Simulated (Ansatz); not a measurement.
Ansatz (a quantum-chemistry and plane-wave program) input (SVWN5/def2-TZVP):

Ansatz 0.2 input:
```yaml
crystal:
  periodic: [false, false, false]
  atoms:
    - {symbol: C, position_ang: [0.13072585, -1.86744777, -0.15382281]}
    - {symbol: C, position_ang: [-0.23029610, -0.40647442, 0.00975323]}
    - {symbol: O, position_ang: [0.87836515, 0.36450092, 0.45309886]}
    - {symbol: C, position_ang: [1.05938933, 0.37995897, 1.85241134]}
    - {symbol: O, position_ang: [-0.63277138, 0.07535864, -1.23118660]}
    - {symbol: C, position_ang: [-1.14228511, 1.39916348, -1.20399188]}
    - {symbol: H, position_ang: [0.48171823, -2.28379375, 0.79074114]}
    - {symbol: H, position_ang: [-0.73838360, -2.43664428, -0.48364389]}
    - {symbol: H, position_ang: [0.92162755, -1.95883663, -0.89807342]}
    - {symbol: H, position_ang: [-1.04618021, -0.27843846, 0.74445157]}
    - {symbol: H, position_ang: [1.33437225, -0.60556486, 2.24607116]}
    - {symbol: H, position_ang: [0.15368464, 0.72109877, 2.36998922]}
    - {symbol: H, position_ang: [1.87012847, 1.07584746, 2.06154233]}
    - {symbol: H, position_ang: [-1.98486193, 1.47872705, -0.50568346]}
    - {symbol: H, position_ang: [-1.49093559, 1.62141304, -2.21055754]}
    - {symbol: H, position_ang: [-0.37112357, 2.11611345, -0.91623425]}
basis:
  gaussian:
    orbitals: def2-TZVP
hamiltonian:
  xc: {name: SVWN5}
relax: {f_tol: 0.003, max_steps: 100}
```

End of the output:

```
the calculation of the forces begins
reference -8338.42284013 eV, -306.4313873889 hartree; 25, 25 occupied and 221, 221 virtual orbitals, 1462 factors
relax step   9: F+E_penalty+E_count = -8338.42279570 eV  Δ(F+E_penalty+E_count) = -2.226e-6 eV  max|allowed force component| = 8.107e-4 eV/Å  Δτ_max = 0.0012 Å  (33 SCF iters, accepted)
integrals: 0.18 GiB planned
1462 factors; their error is unknown
0.15 GiB of the device are held for the grids
1.40 GiB of device memory are held for the factors and their scratch space
mean field: 1.24 GiB planned
mean field evaluation 96: about -8338.4228 eV, gradient 7.6e-2 eV
mean field -8338.42279570 eV, -306.4313857560 hartree, gradient 1.5e-5 eV, S^2 0.000000; 1 other end points of the search recorded, 0 dependent functions left out
the calculation of the forces begins
reference -8338.42284013 eV, -306.4313873889 hartree; 25, 25 occupied and 221, 221 virtual orbitals, 1462 factors
Total energy: -8338.42284013 eV, -306.4313873889 hartree
Atom 0 at     0.132323    -1.831288    -0.123322 Å, force    -0.000078    -0.000221     0.000194 eV/Å
Atom 1 at    -0.241531    -0.387835     0.001688 Å, force     0.000310    -0.000339    -0.000400 eV/Å
Atom 2 at     0.842671     0.398619     0.434319 Å, force    -0.000811     0.000034     0.000368 eV/Å
Atom 3 at     1.043522     0.351221     1.811720 Å, force     0.000538    -0.000172     0.000550 eV/Å
Atom 4 at    -0.637867     0.064697    -1.234500 Å, force    -0.000545    -0.000258    -0.000597 eV/Å
Atom 5 at    -1.119084     1.381434    -1.204894 Å, force     0.000116     0.000453     0.000133 eV/Å
Atom 6 at     0.510737    -2.218331     0.835494 Å, force    -0.000078    -0.000064     0.000311 eV/Å
Atom 7 at    -0.738213    -2.432141    -0.425005 Å, force    -0.000168     0.000122    -0.000067 eV/Å
Atom 8 at     0.919997    -1.927031    -0.886522 Å, force     0.000214     0.000202     0.000034 eV/Å
Atom 9 at    -1.072253    -0.243026     0.746945 Å, force     0.000421    -0.000188    -0.000173 eV/Å
Atom 10 at     1.377132    -0.649022     2.158425 Å, force    -0.000075    -0.000321    -0.000072 eV/Å
Atom 11 at     0.116890     0.613843     2.366325 Å, force    -0.000142     0.000134    -0.000226 eV/Å
Atom 12 at     1.826561     1.082266     2.061048 Å, force     0.000381     0.000506     0.000069 eV/Å
Atom 13 at    -1.959300     1.476755    -0.485117 Å, force    -0.000042    -0.000104     0.000074 eV/Å
Atom 14 at    -1.482018     1.620363    -2.214468 Å, force    -0.000283     0.000009    -0.000368 eV/Å
Atom 15 at    -0.326393     2.094457    -0.917270 Å, force     0.000243     0.000207     0.000169 eV/Å
Dipole moment:    -0.114931     0.017872     0.318833 e Å
```
